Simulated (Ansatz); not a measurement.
A run for Ansatz (a first-principles code): R-wB97X-V/def2-TZVPPD on N2 (SMILES N#N). Files ending in .json are basis or fitting sets from the Basis Set Exchange.

Ansatz 0.2 input:
```yaml
crystal:
  periodic: [false, false, false]
  atoms:
    - {symbol: N, position_ang: [-0.47407844, 0.52883597, -0.25862598]}
    - {symbol: N, position_ang: [0.54419226, 0.13944552, -0.29480866]}
basis:
  gaussian:
    orbitals: def2-TZVPPD.json
hamiltonian:
  xc: {name: wB97X-V}
scf: {lower_state_search: off}
```

**Question.** Give the final energy of this run.

**Answer.** -109.5405 hartree.
